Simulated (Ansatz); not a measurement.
Species: trimethoxysilane, C₃H₁₀O₃Si, net charge 0, singlet state. SMILES: O(C)[SiH](OC)OC
Geometry from a B3LYP-D3(BJ)/def2-TZVP (Ansatz, an electronic-structure program) optimisation:
```
Si
O 1 1.6294
C 2 1.4194 1 124.86
H 3 1.0897 2 108.06 1 171.95
H 3 1.0924 4 109.03 2 -120.49
H 3 1.0947 4 108.62 5 -118.47
O 1 1.6294 2 108.96 3 179.01
C 7 1.4194 1 124.86 2 60.24
H 8 1.0897 7 108.06 1 171.95
H 8 1.0924 9 109.03 7 -120.49
H 8 1.0947 9 108.62 10 -118.47
O 1 1.6294 2 108.96 3 60.24
C 12 1.4194 1 124.86 2 179.01
H 13 1.0897 12 108.06 1 171.95
H 13 1.0924 14 109.03 12 -120.49
H 13 1.0947 14 108.62 15 -118.47
H 1 1.4818 2 109.98 3 -60.37
```

Parts of the frozen-core correlation energy in 6-31G* (Ansatz, hartree). Frozen orbitals: 11; correlated occupied orbitals by spin: 22 and 22; virtual: 96 and 96. No spin-orbit coupling. No relativistic terms.

| term | value |
|---|---|
| reference (HF) | -633.03644 |
| MP2 opposite-spin | (withheld) |
| MP2 same-spin | (withheld) |
| CCSD correlation | (withheld) |
| (T) | -0.02559 |
| T1 diagnostic | 0.011 |
| largest doubles amplitude | 0.020 |

Task: Fill in the missing entries.

Result: 
- MP2 opposite-spin, value: -0.74607
- MP2 same-spin, value: -0.25229
- CCSD correlation, value: -1.05737
